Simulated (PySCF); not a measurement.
Carbonyl selenide, COSe.
SMILES with atom numbers: `[O:1]=[C:2]=[Se:3]`

Geometry (PBE0-D3(BJ)/def2-TZVP, Å), atoms numbered from 1 in this order:
```
atom  x, y, z in Å
O1    -1.1792    0.8095    0.0059
C2    -0.1843    0.2343   -0.0030
Se3    1.2928   -0.6204   -0.0162
```

The calculation used PySCF 2.14.0, PBE0-D3(BJ)/def2-TZVP geometry optimisation, gas phase.

Take the most abundant isotopes and a rigid rotor. 

(1) What are the moment of inertia and the rotational constant?

(2) List the first levels of a rigid rotor in a Σ state.

(3) Where do the first rotational lines fall?

(4) Estimate the classical rotational partition function at 10 K, 50 K and 298.15 K.

## Answers

(1) I = 124.839 u·Å², B = 505379 MHz·u·Å²/I = 4048 MHz (0.1350 cm⁻¹, or 0.194 K as hB/k).

(2) E(J) = BJ(J+1): J = 1: 0.270, J = 2: 0.810, J = 3: 1.620, J = 4: 2.701, J = 5: 4.051, J = 6: 5.671 cm⁻¹.

(3) The dipole is 0.72 D; J+1 ← J lies at 2B(J+1): 1 ← 0 at 8.10 GHz, 2 ← 1 at 16.19 GHz, 3 ← 2 at 24.29 GHz, 4 ← 3 at 32.39 GHz, 5 ← 4 at 40.48 GHz, 6 ← 5 at 48.58 GHz.

(4) Point group C∞v, symmetry number σ = 1; q = kT/(σhB), k/h = 20836.6 MHz/K: 51.5 at 10 K, 257 at 50 K, 1530 at 298.15 K.

PBE0-D3(BJ)/def2-TZVP frequencies: not computed here. No vibrational averaging or centrifugal distortion is included, and the geometry carries the error of its method.

On one thread of an Arm Neoverse N1, no GPU, shared host with 64 logical CPUs at a one-minute load of 56, this took 21 s and 0.42 GiB of memory at its peak. That covers the optimisation of the geometry.
